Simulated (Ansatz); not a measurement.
`B[C](=C)[AlH][F]` + `[CH2]1[NH][AlH]1` → `B[N]1[CH2][AlH]1` + `C=[CH][AlH][F]` at 600 K and 1 bar (ligand exchange at a B–C bond).

Gas-phase electronic energies from Ansatz, PBE0-D4/def2-TZVP geometries. CCSD(T)/CBS adds triple-zeta CCSD(T) − MP2 to the extrapolated MP2 energy (def2 sets, frozen cores). One conformer a species, not always the lowest.

```tsv
species	CCSD(T)/CBS energy (Eh)	H − E (kJ/mol)	S (J/(mol·K))
`B[C](=C)[AlH][F]`	-445.74843	225.0	451.8
`[CH2]1[NH][AlH]1`	-337.12157	164.8	328.5
`B[N]1[CH2][AlH]1`	-362.54602	207.1	379.8
`C=[CH][AlH][F]`	-420.36993	182.9	383.3
```

H − E and S are ideal-gas, rigid-rotor, harmonic terms from PBE0-D4/def2-TZVP, for one conformer and one mirror image of each species. 1 Eh = 2625.50 kJ/mol, R = 8.31446 J/(mol·K).

Q: By hand: ΔE, ΔH, ΔS and ΔG.

A: ΔE = (-362.54602) + (-420.36993) − (-445.74843) − (-337.12157) = -0.04595 Eh = -120.6 kJ/mol. Δ(H − E) = 207.1 + 182.9 − 225.0 − 164.8 = 0.2, so ΔH = -120.4 kJ/mol. ΔS = 379.8 + 383.3 − 451.8 − 328.5 = -17.2 J/(mol·K). ΔG = -120.4 − 600 × (-17.2)/1000 = -110.1 kJ/mol.

Q: By hand: the equilibrium constant, and the temperature at which ΔG would vanish if ΔH and ΔS stayed fixed.

A: log₁₀ K = −ΔG/(RT ln 10) = 9.6. ΔG = 0 at ΔH/ΔS = 7000 K, far beyond where these terms or the molecules hold.

ΔH outweighs TΔS. A doubt of 5 kJ/mol in ΔE shifts log₁₀ K by 0.4 here. Other conformers and mirror images would add mixing entropy, several J/(mol·K) or more a flexible species. Modes under 60 cm⁻¹, often nearly free rotors, make the harmonic entropy too high. These are equilibria of isolated gas molecules and say nothing of rates. Largest T1 diagnostic: 0.015 (customary marks: 0.02 for closed shells, 0.045 for open ones).
